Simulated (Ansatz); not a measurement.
C2H10GeSi can be A, `C[CH]([SiH3])[GeH3]`, or B, `C[SiH2][CH2][GeH3]`.

Isolated molecules relaxed with PBE0-D4/def2-TZVP in Ansatz; ΔE leaves out vibrations. CBS: MP2 limit from def2 TZ/QZ plus the TZ coupled-cluster correction, frozen cores. DFT in def2-TZVPP. B3LYP here is the variant with VWN-RPA as its local correlation; programs differ in this. For Ge outer-core shells are correlated without core-valence functions, which leaves a few kJ/mol of doubt a bond. Scalar relativity is left out up to krypton. One conformer a species, not always the lowest.

Q: Which isomer does CCSD(T)/CBS put lower? Give the gap. (Estimate.)

A: Computed: B, by 55.0 kJ/mol.

Q: Give E(B) − E(A) in kJ/mol with PBE-D4, HF/def2-TZVPP, MP2/def2-TZVPP, B3LYP-D4, B2PLYP, CCSD(T)/def2-TZVPP, r2SCAN-D4. (Estimate.)

A: Computed: PBE-D4 -55.4, HF/def2-TZVPP -57.9, MP2/def2-TZVPP -55.4, B3LYP-D4 -56.1, B2PLYP -57.4, CCSD(T)/def2-TZVPP -54.6, r2SCAN-D4 -59.7. None reverses the order clearly.

Largest T1 diagnostic: 0.011.
